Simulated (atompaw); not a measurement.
**Building the PAW (atompaw) potential for titanium (PBE, scalar-relativistic).**

atompaw 4.2.0.5 input, output lines left out:

```
Ti 22
GGA-PBE scalarrelativistic loggrid 1500 logderivrange -7 5 301
4 4 3 0 0 0
4 0 1.5
4 1 0
3 2 2
0 0 0
c
c
v
v
c
v
v
v
2
2.30 2.10 1.75 1.60
n
n
y
2.2
n
custom rrkj gramschmidtortho sinc
3 -0.5 ultrasoft
1.40
1.65
1.15
2.30
2.30
2.30
```

All-electron outer shells of the reference configuration (PBE, scalar-relativistic, ld1.x):

```tsv
shell	level (eV)	outermost node (bohr)	outermost maximum (bohr)
2p	-447.70	–	0.22
3s	-66.09	0.40	0.87
3p	-42.33	0.37	0.90
3d	-7.65	–	0.98
4s	-7.32	1.24	2.85
4p	-3.93	1.38	3.57
```

Question: Does this generation succeed?

Answer: No. atompaw 4.2.0.5 stopped with "atompaw: The overlap operator has at least one negative eigenvalue!": the overlap operator built from these waves and projectors is not positive definite.
